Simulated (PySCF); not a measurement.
# MNI across group 4

Level: PBE0, basis family def2-TZVP, scalar-relativistic core potentials from Rb on and no relativity for lighter atoms.

Each entry is the lowest minimum that a search over a few typed start shapes (and spin states, where more than one is plausible) found, or that minimum re-optimised at the stated level; isomers with ligand–ligand bonds, or fragments after loss of a ligand pair, can lie lower. Open shells are unrestricted; no spin–orbit coupling; PySCF with density fitting.

| molecule | 2S+1 | point group | mean bond to the central atom (Å) | distinct angles (°) | polar-tensor charge of the central atom | lowest ω (cm⁻¹) | gap (eV) |
| --- | --- | --- | --- | --- | --- | --- | --- |
| ITiN | 1 | Cs | 2.092 | 121 | 1.51 | 135 | 4.25 |
| IZrN | 1 | Cs | 2.232 | 115 | 1.50 | 135 | 3.60 |
| IHfN | 1 | Cs | 2.232 | 110 | 1.29 | 135 | 2.82 |

Spin–orbit coupling can matter for IHfN.

Left out of the table are members whose search was unfinished or whose lowest solution was spin-contaminated, unstable, very soft or bonded differently.
